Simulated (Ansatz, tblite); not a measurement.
Forces on the cluster Au5Se2⁺ at its PBE0-D4/def2-SVP geometry. The state is a singlet with charge 1.

In the def2 sets Au takes a core potential; there is no spin–orbit coupling. The xTB rows come from tblite. The structure comes from a short search, and lower isomers may exist.

GFN1-xTB (tblite), largest force 0.79 eV/Å:

```xyz
7
positions Å, forces eV/Å
Au   -2.198    0.102    2.566    0.714    0.243   -0.134
Au   -0.967   -1.984   -2.561    0.555    0.511    0.131
Au    2.373   -1.238   -2.381   -0.746    0.240    0.083
Au    0.053    2.680    2.377   -0.145   -0.770   -0.082
Au    0.219    0.131    0.000   -0.040   -0.024    0.000
Se    0.184    0.290    2.440   -0.470    0.406   -0.075
Se    0.336    0.019   -2.441    0.132   -0.607    0.075
```

GFN2-xTB (tblite), largest force 0.45 eV/Å:

```
Au 0.047 -0.134 0.108
Au -0.095 0.106 -0.108
Au 0.047 0.155 -0.093
Au 0.159 -0.032 0.093
Au 0.059 0.035 -0.001
Se -0.303 0.262 -0.213
Se 0.086 -0.390 0.214
```

PBE-D4/def2-TZVP (Ansatz), largest force 0.27 eV/Å:

```
Au 0.199 0.030 -0.019
Au 0.122 0.161 0.019
Au -0.188 0.103 0.002
Au 0.001 -0.214 -0.001
Au -0.008 -0.006 -0.001
Se -0.187 0.172 -0.087
Se 0.062 -0.246 0.088
```
